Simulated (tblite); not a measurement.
Input of a run (GFN2-xTB geometry optimisation, gas phase (tblite 0.8.0)), started from a force field or distance geometry:
```
{"job": {"kind": "relax", "xc": "GFN2-xTB", "basis": "xTB"}, "charge": -1, "multiplicity": 1}
C     -1.945400     0.354500     0.414700
C     -1.192100    -0.366100    -0.641300
C      0.238900    -0.492800    -0.162200
P      1.237900    -1.617900     0.768800
P      3.241400    -0.896500     0.921600
C      2.807500     0.606300    -0.081500
P      1.157300     0.811800    -0.663800
H     -1.268100     1.099800     0.922700
H     -2.257700    -0.377500     1.190600
H     -2.856400     0.829100     0.012700
H     -1.514200    -1.415500    -0.820000
H     -1.262900     0.127100    -1.611900
H      3.609300     1.338100    -0.268200
```

Output (eV, eV/Å):
```
step      E/eV     max force
  0    -526.35101    4.365
  1    -526.87360    2.193
  2    -527.16409    1.337
  3    -527.26203    0.882
  4    -527.35055    0.640
  5    -527.38127    0.565
  6    -527.41476    0.392
  7    -527.43154    0.320
  8    -527.44568    0.263
  9    -527.45335    0.264
 10    -527.45858    0.255
 11    -527.46332    0.228
 12    -527.46862    0.193
 13    -527.47329    0.190
 14    -527.47746    0.175
 15    -527.48130    0.193
 16    -527.48515    0.173
 17    -527.48910    0.183
 18    -527.49241    0.145
 19    -527.49454    0.117
 20    -527.49605    0.105
 21    -527.49739    0.126
 22    -527.49894    0.136
 23    -527.50110    0.125
 24    -527.50366    0.153
 25    -527.50635    0.149
 26    -527.50922    0.173
 27    -527.51303    0.197
 28    -527.51859    0.207
 29    -527.52531    0.258
 30    -527.53286    0.224
 31    -527.53558    0.346
 32    -527.54056    0.210
 33    -527.54269    0.134
 34    -527.54445    0.097
 35    -527.54727    0.102
 36    -527.54840    0.108
 37    -527.54929    0.071
 38    -527.54978    0.046
 39    -527.55006    0.039
 40    -527.55035    0.043
 41    -527.55063    0.045
 42    -527.55079    0.027
 43    -527.55085    0.024
 44    -527.55089    0.023
 45    -527.55094    0.020
 46    -527.55100    0.018
 47    -527.55104    0.014
 48    -527.55105    0.012
 49    -527.55107    0.011
 50    -527.55108    0.011
 51    -527.55110    0.007
```

Task: Summarise the run.

Result: The energy falls by 115.8 kJ/mol over 51 L-BFGS steps, the largest force on an atom goes from 4.37 to 0.007 eV/Å, and the atoms move by 0.313 Å rms after alignment. The bond that changes most is P5–C6 (ends: phosphorus bonded to C and P; aromatic CH carbon), which shortens by 0.134 Å. Bonds longer at the end by more than 0.005 Å: 2 of 13; shorter: 10. Among the angles that change most is C2–C3–P4, from 138.9° to 119.1°. Among the dihedrals that turn most is H8–C1–C2–H11, from 148° to 180°. The energy never rose by more than 1e-5 eV on the way. The first step brought 44 % of the lowering.

Task: What are the final bond lengths?

Result: C1–C2 1.527 Å, C2–C3 1.509 Å, C3–P4 1.738 Å, P4–P5 2.093 Å, P5–C6 1.724 Å, C6–P7 1.728 Å, C3–P7 1.745 Å, C1–H8 1.089 Å, C1–H9 1.089 Å, C1–H10 1.091 Å, C2–H11 1.094 Å, C2–H12 1.095 Å, C6–H13 1.085 Å. Numbering counts from 1 in the input's order; the species is `p1c(CC)[p-]cp1`.

Hardware: one thread of an Arm Neoverse V2, no GPU, shared host. Cost: 0.3 s wall.

Its GFN2-xTB frequencies are all real (lowest 35 cm⁻¹). 3 starts were optimised and ended at 0.00, 0.00 and 0.03 kcal/mol (GFN2-xTB); the lowest of these is shown.

One conformer stands for the species.

All values are computed, not measured.
